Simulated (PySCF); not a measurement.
## Computed spin Hamiltonian

C5H8F3Si (doublet state).
Numbering: `[CH3:1]/[CH:2]=[C:3]\[Si@@H:4]([CH2:5][F:6])[CH:7]([F:8])[F:9]` (hydrogens: H10, H11, H12 on C1; H13 on C2; H14 on Si4; H15, H16 on C5; H17 on C7)

Structure used (GFN2-xTB), in Å, numbered top down from 1:
```
atom  x, y, z in Å
C1     2.9951    0.1313    0.3385
C2     1.9063   -0.5879   -0.4123
C3     0.6386   -0.5541   -0.1447
Si4   -0.8213    0.0138    0.7895
C5    -1.5307    1.5672   -0.0906
F6    -0.6218    2.6054   -0.0196
C7    -2.1670   -1.3743    0.5660
F8    -1.9057   -2.4303    1.3869
F9    -3.3977   -0.9118    0.9348
H10    2.5769    0.7070    1.1582
H11    3.5171    0.8000   -0.3435
H12    3.7102   -0.5930    0.7243
H13    2.2717   -1.1720   -1.2541
H14   -0.7328    0.2592    2.2336
H15   -1.7223    1.4040   -1.1545
H16   -2.4497    1.9324    0.3746
H17   -2.2739   -1.7850   -0.4475
```

The hyperfine couplings belong to this conformer and change with its torsions.

Theory: UKS B3LYP, pcH-1 on C F H Si, non-relativistic, mean-field spin-orbit, GIAO in PySCF. Geometry: GFN2-xTB, one conformer, isolated molecule. The geometry wasn't refined by DFT: couplings that depend on bond lengths, twists or pyramidal angles can differ widely from those at the functional's own minimum. No stability test was run, so a lower SCF solution isn't excluded.

```
g1, g2, g3                      : 2.00192, 2.00216, 2.00262
g_iso                           : 2.00223
Form of g                       : rhombic: the two nearest values differ by 35 % of g3 − g1
⟨S²⟩                            : 0.7578 (exact 0.7500)
α and β electrons               : 40, 39
HOMO–LUMO gap, α and β orbitals : 5.54, 4.69 eV
```

Isotropic coupling and dipolar principal values T1 to T3, in MHz; ρ(0) is the spin density at the nucleus:

```json
{"atom": "C1", "isotope": "13C", "a_iso": "86.6", "of which spin–orbit": "0.0", "T1": "-7.7", "T2": "-6.8", "T3": "14.4", "Mulliken spin population": "0.07", "ρ(0) (bohr⁻³)": "0.0771"}
{"atom": "C2", "isotope": "13C", "a_iso": "-39.7", "of which spin–orbit": "0.0", "T1": "-16.2", "T2": "3.5", "T3": "12.7", "Mulliken spin population": "-0.16", "ρ(0) (bohr⁻³)": "-0.0353"}
{"atom": "C3", "isotope": "13C", "a_iso": "162.5", "of which spin–orbit": "-0.1", "T1": "-76.2", "T2": "-58.8", "T3": "135.0", "Mulliken spin population": "0.98", "ρ(0) (bohr⁻³)": "0.1447"}
{"atom": "Si4", "isotope": "29Si", "a_iso": "-5.5", "of which spin–orbit": "0.0", "T1": "-9.2", "T2": "2.4", "T3": "6.8", "Mulliken spin population": "0.00", "ρ(0) (bohr⁻³)": "0.0062"}
{"atom": "C5", "isotope": "13C", "a_iso": "0.6", "of which spin–orbit": "0.0", "T1": "-0.8", "T2": "-0.5", "T3": "1.3", "Mulliken spin population": "0.00", "ρ(0) (bohr⁻³)": "0.0005"}
{"atom": "F6", "isotope": "19F", "a_iso": "2.3", "of which spin–orbit": "0.0", "T1": "-2.9", "T2": "-2.1", "T3": "5.0", "Mulliken spin population": "0.00", "ρ(0) (bohr⁻³)": "0.0006"}
{"atom": "C7", "isotope": "13C", "a_iso": "32.3", "of which spin–orbit": "0.0", "T1": "-2.0", "T2": "-1.5", "T3": "3.5", "Mulliken spin population": "0.01", "ρ(0) (bohr⁻³)": "0.0287"}
{"atom": "F8", "isotope": "19F", "a_iso": "0.4", "of which spin–orbit": "0.0", "T1": "-5.1", "T2": "-2.5", "T3": "7.7", "Mulliken spin population": "0.00", "ρ(0) (bohr⁻³)": "0.0001"}
{"atom": "F9", "isotope": "19F", "a_iso": "2.5", "of which spin–orbit": "0.0", "T1": "-6.6", "T2": "-5.4", "T3": "12.0", "Mulliken spin population": "0.00", "ρ(0) (bohr⁻³)": "0.0006"}
{"atom": "H10", "isotope": "1H", "a_iso": "-5.5", "of which spin–orbit": "0.0", "T1": "-6.2", "T2": "-1.3", "T3": "7.5", "Mulliken spin population": "0.00", "ρ(0) (bohr⁻³)": "-0.0012"}
{"atom": "H11", "isotope": "1H", "a_iso": "-7.1", "of which spin–orbit": "0.0", "T1": "-3.8", "T2": "-1.8", "T3": "5.7", "Mulliken spin population": "0.00", "ρ(0) (bohr⁻³)": "-0.0016"}
{"atom": "H12", "isotope": "1H", "a_iso": "-6.0", "of which spin–orbit": "0.0", "T1": "-3.8", "T2": "-1.8", "T3": "5.6", "Mulliken spin population": "0.00", "ρ(0) (bohr⁻³)": "-0.0014"}
{"atom": "H13", "isotope": "1H", "a_iso": "136.4", "of which spin–orbit": "0.0", "T1": "-5.7", "T2": "-4.3", "T3": "10.0", "Mulliken spin population": "0.06", "ρ(0) (bohr⁻³)": "0.0305"}
{"atom": "H14", "isotope": "1H", "a_iso": "76.2", "of which spin–orbit": "0.0", "T1": "-3.3", "T2": "-1.5", "T3": "4.8", "Mulliken spin population": "0.04", "ρ(0) (bohr⁻³)": "0.0170"}
{"atom": "H15", "isotope": "1H", "a_iso": "-0.4", "of which spin–orbit": "0.0", "T1": "-2.3", "T2": "-1.8", "T3": "4.1", "Mulliken spin population": "0.00", "ρ(0) (bohr⁻³)": "-0.0001"}
{"atom": "H16", "isotope": "1H", "a_iso": "-0.7", "of which spin–orbit": "0.0", "T1": "-1.3", "T2": "-1.0", "T3": "2.2", "Mulliken spin population": "0.00", "ρ(0) (bohr⁻³)": "-0.0002"}
{"atom": "H17", "isotope": "1H", "a_iso": "-1.2", "of which spin–orbit": "0.0", "T1": "-3.3", "T2": "-1.7", "T3": "5.0", "Mulliken spin population": "0.00", "ρ(0) (bohr⁻³)": "-0.0003"}
```

The Mulliken spin populations are largest on C3 (+0.98), C2 (-0.16) and C1 (+0.07). C3 is the only atom above +0.15.

Axes: g1 points within 14° of the C3–Si4 bond.

Under fast tumbling the dipolar parts average out, and these isotropic splittings remain: 1 × 1H (H13, I = 1/2, 2 lines) with 4.87 mT, 1 × 1H (H14, I = 1/2, 2 lines) with 2.72 mT, 3 × 1H (H10/H11/H12, I = 1/2, 4 lines) with 0.22 mT, 1 × 19F (F9, I = 1/2, 2 lines) with 0.09 mT, 1 × 19F (F6, I = 1/2, 2 lines) with 0.08 mT and 1 × 1H (H17, I = 1/2, 2 lines) with 0.04 mT.

Means are taken over nuclei equivalent by connectivity, which assumes that they swap fast.

The 29Si coupling of Si4 (-5.5 MHz) shows only in satellite lines or after enrichment, since that isotope makes up about 4.7 % of natural silicon.

The 13C coupling of C3 (162.5 MHz) shows only in satellite lines or after enrichment, since that isotope makes up about 1.07 % of natural carbon.

The spin density at the nucleus, in bohr⁻³, is negative for C2 (-0.0353) and H10/H11/H12 (-0.0014), for instance. A restricted open-shell determinant has no negative spin density anywhere; here it arises because α and β orbitals differ (spin polarisation).
